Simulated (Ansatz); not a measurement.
Reaction (ligand exchange at the Si–F bond): `F[SiH2][S][GeH3]` + HCl → `Cl[SiH2][S][GeH3]` + H–F

Program: Ansatz. Geometries: PBE0-D4/def2-TZVP. ΔE: electronic, gas phase. CCSD(T)/CBS is the MP2 limit (def2-TZVPP, def2-QZVPP) plus CCSD(T) − MP2 in def2-TZVPP, frozen cores. This one scheme is used for every species. Functionals use def2-TZVPP. For Ge outer-core shells are correlated without core-valence functions, which leaves a few kJ/mol of doubt a bond. Scalar relativity is left out up to krypton. Each species was taken in one conformer, which may not be the lowest.

```json
{"level": "PBE", "ΔE (kcal/mol)": "9.8"}
{"level": "r2SCAN", "ΔE (kcal/mol)": "11.0"}
{"level": "MP2/def2-QZVPP", "ΔE (kcal/mol)": "8.9"}
{"level": "MP2/CBS(def2)", "ΔE (kcal/mol)": "8.3"}
```

(1) What does CCSD(T)/CBS give? (Best estimate.)

(2) What do rigid-rotor, harmonic-oscillator terms from PBE0-D4/def2-TZVP frequencies (298.15 K, 1 bar) make of the CCSD(T)/CBS value? (Estimate.)

Largest T1 diagnostic among the species: 0.012.

Answers

(1) Ansatz gave: +9.7 kcal/mol. The listed levels differ from it by 0.1, 1.3, -0.8, -1.4 kcal/mol.

(2) The calculation gave: ΔZPE = +0.8 kcal/mol, ΔH = +10.8 kcal/mol, ΔS = 3 J/(mol·K), ΔG = +10.6 kcal/mol. Modes under 50 cm⁻¹ make the entropy rough.

The D4 term adds −1.5 kcal/mol with B3LYP and −0.8 kcal/mol with PBE0; it sums over pairs of atoms, weighted by their polarisabilities, and B3LYP, whose exchange is more repulsive, gets the larger term. In def2-TZVPP, CCSD(T) changes the Hartree–Fock value by −2.9 kcal/mol (the triples alone add −0.6 kcal/mol) and MP2 by −4.4 kcal/mol.

CCSD(T)/CBS has its own doubt, a few kJ/mol and more with outer-core shells, so smaller differences from it don't rank the levels.

B3LYP here is the variant with VWN-RPA as its local correlation; programs differ in this.
